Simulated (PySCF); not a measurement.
An unknown gives this computed stick spectrum. The calculation used TDDFT CAM-B3LYP/def2-SVPD, vertical, gas phase, core orbitals frozen in the response (PySCF 2.14.0, density-fitted response routines). Geometries: PBE0-D3(BJ)/def2-SVP, one conformer each. Relativistic effects are left out although some hold elements past zinc.

| state | E (eV) | f |
| --- | --- | --- |
| S1 | 5.06 | 0.0031 |
| S2 | 5.92 | 0.0060 |
| S3 | 6.52 | 0.018 |
| S4 | 6.82 | 0.354 |
| S5 | 7.12 | 0.073 |
| S6 | 7.32 | 0.0073 |
| S7 | 7.40 | 0.034 |
| S8 | 7.52 | 0.071 |
| S9 | 7.61 | 0.035 |
| S10 | 7.88 | 0.016 |

Triplets computed (Tamm–Dancoff): 4.22, 4.40, 5.79, 5.83 eV.

Orbital energies (eV): HOMO-3 -11.40, HOMO-2 -11.18, HOMO-1 -9.58, HOMO -8.32, LUMO 0.10, LUMO+1 0.80, LUMO+2 1.08.

**Question.** Which structure fits?
A. `C#C[Si@H]1CC[SiH2]O1`
B. `C=CO[SiH2]C(=O)O`
C. `[CH2]1[GeH2][C@@H](O[SiH3])C=C1`
D. `CC(=O)O[SiH2]C=O`

**Answer.** B. Its S1 lies at 5.06 eV; the nearest of the others has S1 at 5.82 eV. S1 is HOMO-1→LUMO (84%). Löwdin shares by element: HOMO carbon 65% or more, oxygen 21% or more; LUMO oxygen 37% or more, carbon 35% or more, silicon 17%. At the same level the other candidates give, for their lowest levels:
- `CC(=O)O[SiH2]C=O`: 3.22 eV (f 0.001); 5.86 eV (f 0.001); 6.45 eV (f 0.003); 6.91 eV (f 0.010); 7.19 eV (f 0.000); T1 2.54 eV; HOMO -8.79, LUMO -0.72 eV
- `C#C[Si@H]1CC[SiH2]O1`: 5.82 eV (f 0.001); 6.18 eV (f 0.001); 6.28 eV (f 0.001); 7.20 eV (f 0.005); 7.57 eV (f 0.039); T1 4.86 eV; HOMO -9.33, LUMO 0.59 eV
- `[SiH3]O[C@H]1C=C[CH2][GeH2]1`: 6.30 eV (f 0.020); 6.82 eV (f 0.016); 6.93 eV (f 0.112); 7.05 eV (f 0.019); 7.14 eV (f 0.026); T1 4.28 eV; HOMO -8.58, LUMO 0.87 eV

The values belong to the conformer `[CH2:1]=[CH:2][O:3][SiH2:4][C:5](=[O:6])[OH:7]`: C1–C2–O3–Si4 156°, C2–O3–Si4–C5 47°, O3–Si4–C5–O6 -24°, H–O7–C5–Si4 178°.
